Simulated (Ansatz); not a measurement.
Ansatz (a quantum-chemistry and plane-wave program) job for V(O)(F)3 cation (F3OV), SMILES [F][V](=[O])([F])[F] (connectivity only; charge and spin as stated), charge +1, multiplicity 2, CAM-B3LYP/def2-SVPD. The structure is a stationary point at PBE0-D3(BJ)/def2-SVP. A frequency run showed that this geometry is not a minimum. The spin state was assumed, not searched. The isomer is the one that the SMILES or the coordinates give; other isomers of the formula were not compared.

Ansatz 0.2 input:
```yaml
crystal:
  periodic: [false, false, false]
  atoms:
    - {symbol: V, position_ang: [0.01240902, -0.00562957, 0.00000000]}
    - {symbol: O, position_ang: [-1.52367334, -0.74826233, 0.00000000]}
    - {symbol: F, position_ang: [0.75403998, -0.47221964, 1.38328086]}
    - {symbol: F, position_ang: [-0.18541558, 1.62394804, 0.00000000]}
    - {symbol: F, position_ang: [0.75403998, -0.47221964, -1.38328086]}
basis:
  gaussian:
    orbitals: def2-SVPD
hamiltonian:
  xc: {name: CAM-B3LYP}
total_charge: 1
magnetization: {spin_polarized: true, initial_magnetization: 1}
```

Log of the run:

```
WARN ansatz: RAYON_NUM_THREADS=1 ignored (pool sized by the plan → 1); use --threads N
Functional definition: CAM-B3LYP
integrals: 0.08 GiB planned
1223 factors; their error is unknown
integrals: 0.10 GiB planned
336 factors; integrals over basis functions are off by at most 2.2e-5 eV
mean field: 0.98 GiB planned
mean field evaluation 1: about -35842.8297 eV, gradient 8.0e1 eV
mean field evaluation 2: about -35468.3013 eV, gradient 3.5e2 eV
mean field evaluation 4: about -35864.2753 eV, gradient 1.6e1 eV
mean field evaluation 8: about -35865.0510 eV, gradient 1.7e-1 eV
mean field evaluation 16: about -35865.1952 eV, gradient 5.4e-3 eV
mean field evaluation 32: about -35865.1952 eV, gradient 3.1e-6 eV
mean field -35865.19522163 eV, -1318.0216140925 hartree, gradient 3.0e-6 eV, S^2 0.767463; 2 other end points of the search recorded, 0 dependent functions left out
reference -35865.19535981 eV, -1318.0216191703 hartree; 29, 28 occupied and 97, 98 virtual orbitals, 1223 factors
Total energy: -35865.19535981 eV, -1318.0216191703 hartree
```

Self-consistency was reached.

Cost: about 20 core-seconds (a rough figure).
